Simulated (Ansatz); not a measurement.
Basis-set series for `C=CB(C=C)C=C`. Charge 0, multiplicity 1. The geometry is a stationary point of PBE0-D4/def2-TZVP. It is one conformer, not always the lowest.

Z-matrix (Å, degrees):
```
C
C 1 1.336
H 1 1.086 2 121.9
H 1 1.086 2 122.4 3 -179.6
B 2 1.555 1 124.1 3 0.5
H 2 1.089 1 116.0 3 179.8
C 5 1.555 2 120.0 1 173.4
C 5 1.555 2 120.0 1 -6.6
C 7 1.336 5 124.1 2 -6.8
H 7 1.089 5 119.8 2 174.0
C 8 1.336 5 124.1 2 173.1
H 8 1.089 5 119.8 2 -6.0
H 9 1.086 7 121.9 5 0.6
H 9 1.086 7 122.4 5 -179.0
H 11 1.086 8 121.9 5 0.6
H 11 1.086 8 122.4 5 -179.0
```

```csv
functional,basis,functions,energy (Eh),HOMO (eV),LUMO (eV)
PBE0-D4,def2-TZVPP,343,-258.61534,-7.71,-2.14
PBE0-D4,def2-QZVPP,669,-258.62960,-7.72,-2.16
ωB97M-V,def2-TZVPP,343,-258.80838,-9.91,-0.15
ωB97M-V,def2-QZVPP,669,-258.82187,-9.92,-0.19
```

Question: Give the rows for def2-SVP. (Estimate.)

Answer: Ansatz gave: 
```json
{"functional": "PBE0-D4", "basis": "def2-SVP", "functions": "143", "energy (Eh)": "-258.33590", "HOMO (eV)": "-7.65", "LUMO (eV)": "-2.04"}
{"functional": "ωB97M-V", "basis": "def2-SVP", "functions": "143", "energy (Eh)": "-258.51258", "HOMO (eV)": "-9.85", "LUMO (eV)": "-0.02"}
```
